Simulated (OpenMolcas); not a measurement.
**Si I: effect of the IPEA shift**

```
Program             : OpenMolcas 26.06
Basis               : ANO-RCC-VTZP [5s4p2d1f]
Scalar Hamiltonian  : DKH2, point nucleus
Active space        : 4 electrons in 8 orbitals (3s 3p 4s 4p)
State averaging     : 2S+1 = 3 even, 3 roots; 2S+1 = 1 even, 6 roots; 2S+1 = 5 odd, 1 root; 2S+1 = 3 odd, 8 roots
Spin-orbit coupling : state interaction with AMFI integrals over the reference wave functions, term energies averaged over their components
```

Methods on the same reference wave functions:
A. CASSCF
B. SS-CASPT2, IPEA 0 Eh, imaginary shift 0.1 Eh (closed shells correlated: 2s 2p)
C. SS-CASPT2, IPEA 0.25 Eh, imaginary shift 0.1 Eh (closed shells correlated: 2s 2p)

Energies in cm⁻¹ above 3s² 3p² ³P₀, the measured ground level; measured values from NIST Handbook of Basic Atomic Spectroscopic Data.

| Level | A | B | C | Measured |
| --- | --- | --- | --- | --- |
| 3s² 3p² ³P₀ | 0.0 | 0.0 | 0.0 | 0.0 |
| 3s² 3p² ³P₁ | 63.0 | 63.0 | 63.0 | 77.1 |
| 3s² 3p² ³P₂ | 184 | 184 | 184 | 223 |
| 3s² 3p² ¹D₂ | 8261 | 6720 | 6470 | 6299 |
| 3s² 3p² ¹S₀ | 14207 | 14640 | 14350 | 15394 |
| 3s 3p³ ⁵S°₂ | 24825 | 30830 | 30210 | 33326 |
| 3s 3p³ ³D°₁ | 53786 | 44560 | 46170 |  |
| 3s 3p³ ³D°₂ | 53804 | 44580 | 46190 |  |
| 3s 3p³ ³D°₃ | 53835 | 44610 | 46220 | 45322 |
| 3s 3p³ ³P°₀ | 61133 | 56720 | 56970 |  |
| 3s 3p³ ³P°₁ | 61148 | 56730 | 56990 |  |
| 3s 3p³ ³P°₂ | 61178 | 56760 | 57020 |  |

Deviations, from unrounded energies. A percentage is the sum of absolute deviations over the sum of measured energies, with the sign that they share, or ± where signs differ.

```
                        Against measurement  Levels      A      B      C
             mean absolute deviation (cm-1)       6   3400    740    880
      fine structure of the ground term (%)       2  -17.8  -17.9  -17.9
other terms of the ground configuration (%)       2  ±14.5   ±5.4   ±5.6
                   other configurations (%)       2  ±21.6   -4.1   ±5.1
```

B lies closest to measurement on these levels and A furthest from it. The largest miss of B in the table is 3s 3p³ ⁵S°₂, by -2500 cm-1. The ranking rests on the paired levels alone, and a cruder setting can come out closer through cancelling errors.

Between B and C the level of the table that moves most is 3s 3p³ ³D°₃, by 1600 cm-1 (lowest in B, highest in C). Moves below CASPT2's spread within the term are not significant.

The mean deviations of B to C differ by less than CASPT2's widest spread within a term (330 cm-1), so their order carries little weight.

From A to B the spin-free energies of the other terms of 3s² 3p² shown, above ³P, scale by factors of 0.81 to 1.03.

The lowest spin-free term lies below A's lowest term by 0.068 hartree in B, 0.063 hartree in C.

Term energies are means over components that CASPT2 splits; among the terms shown or strongly mixed into the levels shown the widest spread is 330 cm-1 (3s 3p³ ³D°, C). Over all roots computed the reference weight is 0.87 to 0.98 in B, 0.87 to 0.98 in C; the roots of lowest weight are the least certain, and an intruder state may touch them. Active for correlation alone: 4p 4s; no level in the range computed is led by a configuration that fills them, so any true level of that kind is missing. Terms of s pⁿ other than that of highest spin mix with s² pⁿ⁻² d, which this space lacks; all of them can be thousands of cm-1 off, and some have no real level of that name. Without dynamic correlation excited terms often stand tens of per cent too high (terms of higher spin than the ground term too low), and those without a measured partner can miss by more than the paired ones (holds for A). Measured partners are found by configuration, term and J. A level has none where our copy of the source lacks it or the pairing is in doubt (some pairs that miss far off the trend of their configuration count as doubtful), and it then counts in no deviation. Levels of configurations outside the active space are missing.

° marks odd parity.
